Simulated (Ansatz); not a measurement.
Ansatz results at the PBE0-D4/def2-TZVP geometry: size of the dipole moment (B3LYP/def2-TZVPP) 1.32 D; size of the dipole moment (ωB97M-V/def2-TZVPP) 1.37 D; size of the dipole moment (PBE/def2-TZVPP) 1.25 D.

Each molecule was computed in one conformer, which needn't be the lowest.

Problem. Which molecule gave them?
A. `O[SiH](F)O[SiH2]`•
B. `[F][SnH][SeH]`•
C. `F[SiH2]N[SiH2]`•
D. `O[SiH][SiH](O)F`•

Solution. A. The others give `O[SiH][SiH](O)F`•: 2.94, 2.98, 2.83; `[F][SnH][SeH]`•: 2.17, 2.21, 1.95; `F[SiH2]N[SiH2]`•: 1.60, 1.56, 1.57.

B3LYP here is the variant with VWN-RPA as its local correlation; programs differ in this.
